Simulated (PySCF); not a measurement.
This script is equivalent to a calculation on Tc²⁺ (technetium, charge +2).

```python
from pyscf import gto, scf, dft, mp, cc
import basis_set_exchange as bse
mol = gto.M(atom="Tc 0 0 0", charge=2, spin=5, symmetry="D2h",
            basis=gto.basis.parse(bse.get_basis("ANO-RCC-VTZP", elements=["Tc"], fmt="nwchem")),
            nucmod="G")
mf = dft.UKS(mol, xc="M062X").sfx2c1e()
mf.irrep_nelec = {'Ag': (8, 6), 'B1g': (2, 1), 'B2g': (2, 1), 'B3g': (2, 1), 'B1u': (3, 3), 'B2u': (3, 3), 'B3u': (3, 3)}
mf.kernel()
```

Q: What total energy does it give?

A: -4284.65 hartree (calculated).

Q: Which occupied shell lies highest, and where?

A: 4d α, at -27.046 eV.

Q: What is ⟨S²⟩, and what would a pure spin state give?

A: 8.750, against 8.75.
